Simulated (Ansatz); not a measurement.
Consider the formal exchange of groups at a C–C bond: `FCCCCl` + `CBS` → `FCCBS` + `CCCl`.

Calculated with Ansatz (gas phase, PBE0-D4/def2-TZVP geometries, no zero-point term in ΔE). CCSD(T)/CBS is the MP2 limit (def2-TZVPP, def2-QZVPP) plus CCSD(T) − MP2 in def2-TZVPP, frozen cores. DFT in def2-TZVPP. B3LYP here is the variant with VWN-RPA as its local correlation; programs differ in this. One conformer a species, not always the lowest.

```csv
level,ΔE (kJ/mol),difference from CCSD(T)/CBS
PBE-D4,7.7,-0.7
r2SCAN-D4,9.1,0.7
PBE0-D4,8.3,-0.1
B3LYP-D4,7.8,-0.6
ωB97X-V,8.9,0.5
ωB97M-V,9.0,0.6
B2PLYP,7.4,-1.0
PBE,6.9,-1.5
r2SCAN,9.0,0.6
PBE0,7.7,-0.7
B3LYP,6.5,-1.9
HF/def2-TZVPP,6.5,-1.9
MP2/def2-TZVPP,8.8,0.4
SCS-MP2/def2-TZVPP,7.6,-0.8
CCSD/def2-TZVPP,7.9,-0.5
CCSD(T)/def2-TZVPP,8.0,-0.4
HF/def2-QZVPP,6.3,-2.1
MP2/def2-QZVPP,9.0,0.6
SCS-MP2/def2-QZVPP,7.7,-0.7
HF/CBS(def2),6.3,-2.1
MP2/CBS(def2),9.2,0.8
CCSD/CBS(def2),8.2,-0.2
CCSD(T)/CBS,8.4,0
```

Largest T1 diagnostic among the species: 0.013.
